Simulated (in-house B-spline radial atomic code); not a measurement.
The numbers below are computed, except where a source is named.
Quantum size effects in thin Sr films (jellium)

The positive ions are smeared into a uniform slab; the electrons are solved self-consistently in the LDA (PW92) on a fine grid across the film. Stabilised jellium adds, inside the slab, the constant potential −n de/dn that makes the bulk stable at the metal's density. No lattice, so no dependence on crystal face. Atomic units unless named. The table is for plain jellium.

Sr: 2 valence electrons per atom, density 2.64 g/cm³, mass 87.62 u, so r_s = 3.54 bohr.

```tsv
thickness (nm)	in Fermi wavelengths	filled subbands	work function (eV)	surface energy (J/m²)
0.690	1.125	3	3.051	0.210
0.767	1.250	3	3.199	0.210
0.844	1.375	3	3.172	0.198
0.920	1.500	3	3.042	0.194
0.996	1.625	4	3.063	0.207
1.073	1.750	4	3.164	0.207
1.150	1.875	4	3.150	0.199
1.227	2.000	4	3.065	0.196
1.303	2.125	5	3.073	0.205
1.380	2.250	5	3.146	0.205
1.457	2.375	5	3.138	0.200
1.533	2.500	5	3.078	0.198
1.610	2.625	6	3.079	0.204
```

Question: At what steps in thickness do new subbands fill, and why?

Answer: λ_F = 2π/k_F = 11.590 bohr = 0.613 nm. New subbands appear by 1.625, 2.125, 2.625 λ_F, each within the grid step of 1/8 λ_F; the true step is half a wavelength (0.307 nm), since a level crosses E_F each time one more half wave at k_F fits across the film.

Question: How large is the oscillation of the work function here?

Answer: It runs from 3.042 to 3.199 eV over the table, 0.16 eV within the first four rows and 0.07 eV within the last four, about a thick-film value of 3.10 eV. The grid can skip the cusp where a subband opens, so the true swing can be larger; measurement on the bulk metal gives about 2.59 eV.

Question: The film of 15.94 bohr has subband bottoms at -6.815, -5.809, -4.225 eV, measured from the vacuum level. Show that these levels and neutrality give the work function in the table.

Answer: Each subband holds (E_F − ε_j)/π electrons per bohr², spin included. Neutrality needs n L = 0.0053815 × 15.94 = 0.08578, and π n L × 27.2114 = 7.333 eV. So E_F = (π n L + Σ ε_j)/3 = (7.333 + (-16.849))/3 = -3.172 eV, and the work function is 3.172 eV.
